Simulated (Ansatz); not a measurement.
Computed with Ansatz on PBE0-D4/def2-TZVP structures; ΔE is electronic, products minus reactants. CCSD(T)/CBS adds triple-zeta CCSD(T) − MP2 to the extrapolated MP2 energy (def2 sets, frozen cores). This one scheme is used for every species. DFT in def2-TZVPP. Each species was taken in one conformer, which may not be the lowest.

Consider the ligand exchange at a B–S bond: `[SiH3]BS[SiH3]` + HCl → `[SiH3]BCl` + `[SiH3]S`.

`[SiH3]BS[SiH3]`:

Cartesian coordinates in Å:
```
Si -0.224 -2.122 -1.245
B -0.115 -0.516 -0.040
S 0.413 1.043 -0.701
Si 0.295 2.257 1.081
H 0.655 -3.205 -0.719
H -1.620 -2.645 -1.258
H 0.181 -1.822 -2.646
H -0.403 -0.598 1.120
H 1.205 1.709 2.114
H 0.713 3.632 0.711
H -1.100 2.267 1.582
```

HCl:

Cartesian coordinates in Å:
```
Cl 0.231 0.596 -0.033
H -0.231 -0.596 0.033
```

`[SiH3]BCl`:

Cartesian coordinates in Å:
```
Si 0.267 0.727 -0.389
B -0.236 -1.001 0.519
Cl -1.890 -1.384 0.895
H 1.202 1.480 0.494
H -0.907 1.584 -0.698
H 0.992 0.417 -1.654
H 0.572 -1.823 0.834
```

`[SiH3]S`:

Cartesian coordinates in Å:
```
Si -0.277 0.101 0.438
S 1.410 0.146 -0.873
H -1.463 0.754 -0.173
H 0.154 0.856 1.638
H -0.639 -1.289 0.816
H 0.815 -0.568 -1.845
```

CCSD(T)/CBS gives +6.2 kJ/mol.

Another level gave +1.1 kJ/mol. Which?
A. CCSD(T)/def2-TZVPP
B. revPBE-D4/def2-TZVPP
C. LC-ωPBE/def2-TZVPP
D. HF/def2-TZVPP

C. LC-ωPBE 1.1, revPBE-D4 10.9, HF/def2-TZVPP -12.1, CCSD(T)/def2-TZVPP 6.1 kJ/mol.

What do rigid-rotor, harmonic-oscillator terms from PBE0-D4/def2-TZVP frequencies (298.15 K, 1 bar) make of the CCSD(T)/CBS value? (An estimate is asked.)

The calculation gave: ΔZPE = +1.9 kJ/mol, ΔH = +5.7 kJ/mol, ΔS = 26 J/(mol·K), ΔG = -2.2 kJ/mol. Modes under 50 cm⁻¹ make the entropy rough.

Largest T1 diagnostic among the species: 0.015.

In def2-TZVPP, CCSD(T) changes the Hartree–Fock value by +18.1 kJ/mol (the triples alone add +3.3 kJ/mol) and MP2 by +20.0 kJ/mol. The D4 term adds +7.1 kJ/mol with B3LYP and +4.1 kJ/mol with PBE0; it sums over pairs of atoms, weighted by their polarisabilities, and B3LYP, whose exchange is more repulsive, gets the larger term. Leaving LDA and LC-ωPBE aside and taking each functional with its dispersion term where it has one, the values, not all of them listed here, spread over 10.0 kJ/mol, from ωB97X-V to revPBE-D4. LDA lies +6.0 kJ/mol from PBE without D4.

B3LYP here is the variant with VWN-RPA as its local correlation; programs differ in this.
